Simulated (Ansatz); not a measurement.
Consider the isomerisation: `C=C/N=C/O[SiH3]` → `C=C1O[Si]1(C)N`.

Gas-phase electronic energies from Ansatz, PBE0-D4/def2-TZVP geometries. CCSD(T)/CBS is the MP2 limit (def2-TZVPP, def2-QZVPP) plus CCSD(T) − MP2 in def2-TZVPP, frozen cores. Functionals use def2-TZVPP. Each species was taken in one conformer, which may not be the lowest.

`C=C/N=C/O[SiH3]`:

Z-matrix (Å, degrees):
```
Si
O 1 1.693
H 1 1.479 2 110.9
H 1 1.481 2 102.0 3 117.5
H 1 1.479 2 111.0 3 -125.0
C 2 1.327 1 117.7 3 62.5
N 6 1.265 2 121.2 1 0.0
H 6 1.094 2 113.4 1 -180.0
C 7 1.388 6 118.8 2 -180.0
C 9 1.329 7 122.2 6 180.0
H 9 1.093 7 117.5 6 -0.0
H 10 1.082 9 120.8 7 180.0
H 10 1.083 9 120.7 7 -0.0
```

`C=C1O[Si]1(C)N`:

```xyz
13

C     2.075   -0.965   -1.424
C     1.168   -0.346   -0.691
O     1.358    0.737    0.207
Si   -0.266    0.306    0.130
C    -1.013   -0.401    1.662
N    -1.360    1.329   -0.644
H     3.120   -0.677   -1.389
H     1.780   -1.778   -2.073
H    -1.903   -0.993    1.434
H    -0.286   -1.043    2.161
H    -1.301    0.394    2.354
H    -1.160    1.791   -1.514
H    -2.211    1.646   -0.213
```

```
             level  ΔE (eV)
            PBE-D4    -0.80
           ωB97M-V    -0.85
            r2SCAN    -0.86
     HF/def2-TZVPP    -0.32
   CCSD/def2-TZVPP    -0.71
CCSD(T)/def2-TZVPP    -0.71
     HF/def2-QZVPP    -0.33
SCS-MP2/def2-QZVPP    -0.78
```

What does CCSD(T)/CBS give? (An estimate is asked.)

Ansatz gave: -0.82 eV. The listed levels differ from it by 0.02, -0.03, -0.04, 0.50, 0.11, 0.11, 0.49, 0.04 eV.

Largest T1 diagnostic among the species: 0.014.

From PBE to PBE0 (25 % exact exchange), in def2-TZVPP and without D4, ΔE moves by −0.03 eV. In def2-TZVPP, CCSD(T) changes the Hartree–Fock value by −0.39 eV (the triples alone add −0.00 eV) and MP2 by −0.54 eV.
